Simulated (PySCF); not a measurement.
Species: `CP(C)[Si](C)(C)C`. The columns A, B, C and D hold Mulliken, IAO, Hirshfeld and ESP-fitted charges (e) of one PBE0/pcSseg-1 density (PySCF), in a shuffled order. Coordinates in Å (GFN2-xTB); the density's dipole moment is (0.34, 0.38, -1.28) D.

```csv
atom,x,y,z,A,B,C,D
C1,-1.654,1.778,0.543,-0.600,-0.166,-0.490,-0.315
P2,-1.365,0.003,0.996,+0.205,+0.048,-0.057,-0.341
C3,-2.323,-0.776,-0.386,-0.600,-0.167,-0.489,-0.344
Si4,0.730,-0.247,0.158,+0.876,+0.352,+0.759,+0.945
C5,1.083,-2.122,0.064,-0.713,-0.218,-0.609,-0.680
C6,1.035,0.523,-1.574,-0.713,-0.216,-0.609,-0.646
C7,1.925,0.566,1.405,-0.713,-0.219,-0.600,-0.653
H8,-1.462,1.959,-0.512,+0.137,+0.037,+0.138,+0.087
H9,-1.002,2.404,1.147,+0.153,+0.042,+0.147,+0.108
H10,-2.687,2.036,0.770,+0.155,+0.042,+0.147,+0.159
H11,-2.121,-1.844,-0.395,+0.154,+0.042,+0.149,+0.119
H12,-2.062,-0.346,-1.352,+0.135,+0.036,+0.134,+0.083
H13,-3.387,-0.627,-0.205,+0.155,+0.042,+0.147,+0.171
H14,0.577,-2.584,-0.778,+0.150,+0.038,+0.134,+0.154
H15,0.747,-2.622,0.967,+0.155,+0.038,+0.141,+0.152
H16,2.146,-2.314,-0.046,+0.153,+0.040,+0.136,+0.149
H17,0.325,0.149,-2.307,+0.148,+0.036,+0.135,+0.155
H18,0.946,1.605,-1.547,+0.150,+0.037,+0.136,+0.136
H19,2.031,0.286,-1.936,+0.156,+0.042,+0.139,+0.134
H20,2.958,0.434,1.099,+0.151,+0.039,+0.135,+0.140
H21,1.742,1.632,1.499,+0.150,+0.037,+0.133,+0.162
H22,1.810,0.126,2.390,+0.157,+0.039,+0.142,+0.127
```

Question: Which column most likely holds the ESP-fitted charges?

Answer: D. Σ q r misses the density's dipole by 0.12 D (D), 1.00 D (C), 1.68 D (B), 2.32 D (A). Charges fitted to the outside potential are the only set here that is tied to the molecule's multipoles.

Question: And the Hirshfeld charges?

Answer: B. The mean sizes are 0.090 e (B), 0.259 e (C), 0.271 e (D), 0.304 e (A), and Hirshfeld charges are commonly the smallest of these schemes.

As computed, A = IAO, B = Hirshfeld, C = Mulliken, D = ESP-fitted. Hydrogens on carbon: IAO +0.14 to +0.16, Hirshfeld +0.04 to +0.04, Mulliken +0.13 to +0.15, ESP-fitted +0.08 to +0.17 e.

The Hirshfeld scheme weights the molecular density at each point by an atom's share of the summed free-atom densities. The ESP scheme fits charges at the nuclei, held to the total charge, to the electrostatic potential on points at 1.4 to 2.0 times the van der Waals radii.

Isolated species at its GFN2-xTB geometry, gas phase.

The values belong to the conformer `[CH3:1][P:2]([CH3:3])[Si:4]([CH3:5])([CH3:6])[CH3:7]`: C1–P2–Si4–C5 -165°.
